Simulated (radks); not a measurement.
Q: Species: neutral ruthenium. Configuration: [Kr] 4d7 5s1 (the NIST ground configuration). Method: scalar-relativistic Kohn-Sham, PBE, spin-polarised, spherical densities, point nucleus; open shells are filled with parallel spins first (spin-orbit coupling, left out, can overturn this in heavy ions); computed with a radial shooting solver on a logarithmic mesh with Libxc functionals. Some entries of the table are withheld. Estimate them.

orbital,occ.,eigenvalue (eV),<r> (bohr),<1/r> (bohr^-1)
1s up,1,-21937.32,0.03344,45.88
1s down,1,-21937.31,0.03344,45.88
2s up,1,-3154.074,0.1457,10.37
2s down,1,-3153.687,0.1457,10.37
2p up,3,-2824.715,0.1270,10.06
2p down,3,-2824.422,0.1270,10.06
3s up,1,-555.2730,0.4027,3.595
3s down,1,-555.0650,0.4027,3.595
3p up,3,-447.0652,0.4030,3.423
3p down,3,-446.8295,0.4030,3.422
3d up,5,-273.0199,0.3842,3.194
3d down,5,-272.6589,0.3841,3.194
4s up,1,-76.9907,1.020,1.342
4s down,1,-75.1560,1.017,1.347
4p up,3,-47.1008,1.130,1.194
4p down,3,-45.1214,1.126,1.200
4d up,5,-5.9652,1.689,(1)
5s up,1,-4.7612,(2),0.3884
4d down,2,-3.8384,1.728,(3)
5s down,0,-3.2628,(4),0.3649

A: 
(1) 4d up <1/r> (bohr^-1): 0.8115
(2) 5s up <r> (bohr): 3.300
(3) 4d down <1/r> (bohr^-1): 0.8045
(4) 5s down <r> (bohr): 3.518
